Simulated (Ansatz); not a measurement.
Calculation: Ansatz (an electronic-structure program) with frozen-core CCSD(T)/def2-TZVPP // PBE0-D4/def2-TZVP.

Ansatz 0.2 input:
```yaml
crystal:
  periodic: [false, false, false]
  atoms:
    - { symbol: Al, position_ang: [1.432414, 0.114362, 0.06144] }
    - { symbol: Si, position_ang: [-0.993498, -0.274006, 0.107501] }
    - { symbol: Cl, position_ang: [-1.688581, 1.2459, -1.144076] }
    - { symbol: H, position_ang: [2.082362, 1.128752, 1.093088] }
    - { symbol: H, position_ang: [2.317317, -0.566826, -1.064808] }
    - { symbol: H, position_ang: [-1.67356, -0.09141, 1.418144] }
    - { symbol: H, position_ang: [-1.476452, -1.556772, -0.471288] }
basis:
  gaussian: { orbitals: def2-TZVPP }
correlation:
  method: ccsd_t
```

Output:

```
Functional definition: HF
1050 factors; integrals over basis functions are off by at most 1.1e-3 eV
mean field evaluation 1: about -27012.4128 eV, gradient 1.5e1 eV
mean field evaluation 2: about -27012.5844 eV, gradient 1.5e1 eV
mean field evaluation 4: about -27013.7888 eV, gradient 2.2e0 eV
mean field evaluation 8: about -27013.8133 eV, gradient 9.2e-2 eV
mean field evaluation 16: about -27013.4364 eV, gradient 5.6e0 eV
mean field -27013.81332077 eV, -992.7393289180 hartree, gradient 5.2e-6 eV, S^2 0.000000; 0 other end points of the search recorded, 0 dependent functions left out
15 core orbitals not correlated
reference -27013.81332077 eV, -992.7393289180 hartree; 9, 9 occupied and 158, 158 virtual orbitals, 1050 factors
second order -10.66944080 eV of doubles, -0.00000000 eV of singles
cycle   1  -11.68152229 eV  change    -1.0e0 eV  update   7.9e-2
cycle   2  -12.07658775 eV  change   -4.0e-1 eV  update   2.6e-2
cycle   3  -12.11046478 eV  change   -3.4e-2 eV  update   8.9e-3
cycle   4  -12.10538211 eV  change    5.1e-3 eV  update   2.8e-3
cycle   5  -12.10462849 eV  change    7.5e-4 eV  update   9.9e-4
cycle   6  -12.10460683 eV  change    2.2e-5 eV  update   3.4e-4
cycle   7  -12.10457214 eV  change    3.5e-5 eV  update   1.2e-4
cycle   8  -12.10459519 eV  change   -2.3e-5 eV  update   5.1e-5
cycle   9  -12.10461183 eV  change   -1.7e-5 eV  update   2.3e-5
cycle  10  -12.10460238 eV  change    9.5e-6 eV  update   1.1e-5
perturbative correction -0.43737473 eV, -0.0160732250 hartree
Total energy: -27026.35529788 eV, -993.2002380756 hartree
```

Cost: roughly 19 core-seconds.
